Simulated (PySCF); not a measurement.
A geometry optimisation on `B/C=C\Br`.

Computed with PBE0-D3(BJ)/def2-SVP geometry optimisation, gas phase (PySCF 2.14.0). Start geometry: GFN2-xTB. The input is one job of a driver script: a line of settings, then coordinates in Å.

Command:
```bash
OMP_NUM_THREADS=1 python probes_run.py task.json out
```

Input:
```
{"job": {"xc": "PBE0", "basis": "def2-SVP", "d3": "d3bj", "grid": 1, "shake": 0.01, "kind": "geom"}, "charge": 0, "multiplicity": 1}
B     -1.316200     0.107070     0.027330
C      0.031310    -0.573590     0.045060
C      1.218900     0.000230    -0.058890
Br     1.574700     1.858450    -0.210120
H     -2.285500    -0.464170     0.360980
H     -1.438890     1.241240    -0.347430
H      0.082740    -1.650680     0.160130
H      2.188070    -0.537690    -0.029530
```

Output:
```
step   0  E = -2676.75639027  max force = 0.036215
step   1  E = -2676.75892825  max force = 0.004088
step   2  E = -2676.75903674  max force = 0.001198
step   3  E = -2676.75901497  max force = 0.001722
step   4  E = -2676.75907498  max force = 0.000666
step   5  E = -2676.75909539  max force = 0.000692
step   6  E = -2676.75910193  max force = 0.000376
optimisation converged
```

Energies in Eh; «max force» is the largest Cartesian gradient component in Eh/bohr.

Task: How much energy does the optimisation release, in eV?

Result: E(step 0) − E(last step) = 0.002712 Eh, which is 0.074 eV.

Task: At which steps does the energy rise by more than 1e-5 Eh?

Result: At step 3 (+0.02 mEh).

Main results: final energy -2676.75910 Eh after 6 steps; dipole 1.50 D.

Task: Where do the atoms end?

Result: 0.101 Å rms from the input after alignment:
```
atom  x, y, z in Å
B1    -1.3335    0.1350    0.0527
C2     0.0395   -0.5628    0.1117
C3     1.2456   -0.0004   -0.0933
Br4    1.5740    1.7933   -0.5117
H5    -2.3354   -0.4896    0.3105
H6    -1.4195    1.2999   -0.2492
H7     0.0990   -1.6334    0.3468
H8     2.1826   -0.5626   -0.0309
```

Task: How long does this job take on Arm Neoverse V1, one thread (shared host)? And the peak memory of the process?

Result: About 23 s, with 0.38 GiB resident at the peak, the Python interpreter and its libraries included.
Labels such as C1 count atoms from 1, the log's own numbers from 0.
